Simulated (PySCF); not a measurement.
# Basis and Hamiltonian dependence of the excitation energy of Ge²⁺

Ge²⁺ [Ar] 3d10 4s2 (1S) → Ge²⁺ [Ar] 3d10 4s1 5s1 (3S). All values are computed (PySCF 2.14, energy differences of UHF-based or UKS calculations, no spin-orbit coupling). Values in eV.

```csv
basis,Hamiltonian,functions,UHF,r2SCAN,PBE0,MP2 (valence),CCSD(T) (valence),CCSD(T) (valence and next inner shell)
aug-cc-pVDZ-DK,spin-free X2C,36,18.314,19.791,19.586,18.906,19.153,n/a
ANO-RCC-VTZP,spin-free X2C,43,18.434,19.788,19.559,19.042,19.269,19.666
def2-TZVPPD,non-relativistic,54,17.815,19.221,19.027,18.490,18.705,18.999
aug-cc-pVTZ-PP with ECP10MDF,ECP,55,18.150,19.563,19.313,18.824,19.037,n/a
"x2c-TZVPPall with one added diffuse shell each of s, p, d type",spin-free X2C,57,18.216,19.676,19.470,18.873,19.078,19.391
"aug-cc-pVTZ-PP with one added diffuse shell each of s, d, f type with ECP10MDF",ECP,68,18.147,19.560,19.312,18.821,19.035,n/a
aug-cc-pVQZ-PP with ECP10MDF,ECP,89,18.144,19.555,19.306,18.847,19.041,n/a
```

Frozen in the all-electron rows: valence: [Ar] 3d10; valence and next inner shell: [Ne]; with a core potential, the same shells as far as they lie outside it.

Non-relativistic rows lack the scalar-relativistic shift.
